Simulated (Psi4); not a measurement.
Torsional profile of SMILES N[SiH2][GeH3] (H7GeNSi). Scanned: dihedral H4–N1–Si2–Ge3; all other coordinates were relaxed at B3LYP-D3(BJ)/def2-SVP. Heavy atoms are numbered in the order of the SMILES N[SiH2][GeH3], hydrogens after them in the order of the atoms that carry them; the mirror image has the same energies with the sign of each dihedral reversed.

- PBE/def2-TZVP // B3LYP-D3(BJ)/def2-SVP (Psi4)
- PBE-D3(BJ)/def2-TZVP // B3LYP-D3(BJ)/def2-SVP (Psi4)
- M06-2X/def2-TZVP // B3LYP-D3(BJ)/def2-SVP (Psi4)
- MP2/cc-pVTZ = DF-MP2 (frozen core)/cc-pVTZ // B3LYP-D3(BJ)/def2-SVP run with Psi4

Energies relative to the lowest point of each profile, in eV; the last columns give the difference from MP2:

```tsv
φ / °	PBE/def2-TZVP	PBE-D3(BJ)/def2-TZVP	M06-2X/def2-TZVP	MP2/cc-pVTZ	PBE/def2-TZVP − MP2/cc-pVTZ	PBE-D3(BJ)/def2-TZVP − MP2/cc-pVTZ	M06-2X/def2-TZVP − MP2/cc-pVTZ
-150	0.006	0.006	0.001	0.012	-0.006	-0.006	-0.011
-120	0.019	0.020	0.014	0.038	-0.019	-0.018	-0.024
-90	0.000	0.001	0.010	0.024	-0.023	-0.023	-0.013
-60	0.031	0.032	0.036	0.040	-0.008	-0.008	-0.004
-30	0.034	0.033	0.025	0.038	-0.004	-0.005	-0.013
0	0.033	0.032	0.015	0.034	-0.001	-0.002	-0.019
30	0.014	0.013	0.002	0.011	0.002	0.001	-0.010
60	0.000	0.000	0.000	0.001	-0.001	-0.001	-0.001
90	0.000	0.001	0.010	0.024	-0.024	-0.023	-0.014
120	0.019	0.020	0.014	0.038	-0.019	-0.018	-0.024
150	0.006	0.006	0.001	0.012	-0.007	-0.006	-0.011
180	0.004	0.003	0.002	0.000	0.004	0.003	0.002
```

PBE/def2-TZVP is furthest from MP2/cc-pVTZ at 90 (-0.024 eV, below); its mean absolute difference over the points is 0.010 eV.

PBE-D3(BJ)/def2-TZVP is furthest from MP2/cc-pVTZ at 90 (-0.023 eV, below); its mean absolute difference over the points is 0.009 eV.

M06-2X/def2-TZVP is furthest from MP2/cc-pVTZ at 120 (-0.024 eV, below); its mean absolute difference over the points is 0.012 eV.
